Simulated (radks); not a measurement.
Q: The rhenium ion Re8+ is in [Kr] 4d10 4f14 5s2 5p5. Calculated with a radial shooting solver on a logarithmic mesh with Libxc functionals: scalar-relativistic Kohn-Sham, PBE, spin-polarised, spherical densities, finite nucleus; Fermi nuclear charge, rms radius of each element as measured or else 0.836 A^(1/3) + 0.57 fm. Open shells are filled with parallel spins first. One electron is removed from 5s, 4d, 5p, 4f in turn, with full relaxation. Which removal costs least, and what does each cost?

A: 5p 166.29 eV; 4f 175.18 eV; 5s 208.58 eV; 4d 389.56 eV. The 5p electron leaves first.
